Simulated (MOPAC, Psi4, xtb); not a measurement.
Internal rotation in SMILES C=Cc1ccc(C=C)s1 (C8H8S). Scanned: dihedral C1–C2–C3–S9; all other coordinates were relaxed at GFN2-xTB. Points at φ and −φ are mirror images. Heavy atoms are numbered in the order of the SMILES C=Cc1ccc(C=C)s1, hydrogens after them in the order of the atoms that carry them; the mirror image has the same energies with the sign of each dihedral reversed.

- PBE/def2-SVP // GFN2-xTB (Psi4)
- GFN1-xTB // GFN2-xTB (xtb)
- PM3, restricted, heats of formation // GFN2-xTB (MOPAC)
- PBE-D3(BJ)/def2-SVP // GFN2-xTB (Psi4)

Energies relative to the lowest point of each profile, in kcal/mol:

```tsv
φ / °	PBE/def2-SVP	GFN1-xTB	PM3
-150	2.0	1.5	0.3
-120	4.8	3.8	1.3
-90	7.0	5.6	1.6
-60	4.8	4.0	1.6
-30	1.4	1.1	1.2
0	0.0	0.0	0.8
30	1.4	1.1	1.2
60	4.8	4.0	1.6
90	7.0	5.6	1.6
120	4.8	3.8	1.3
150	2.0	1.5	0.3
180	1.1	0.7	0.0
```

### Question
What does PBE-D3(BJ)/def2-SVP give at the same points?

### Answer
-150: 2.1; -120: 4.8; -90: 7.1; -60: 4.9; -30: 1.4; 0: 0.0; 30: 1.4; 60: 4.9; 90: 7.1; 120: 4.8; 150: 2.1; 180: 1.2 (kcal/mol).
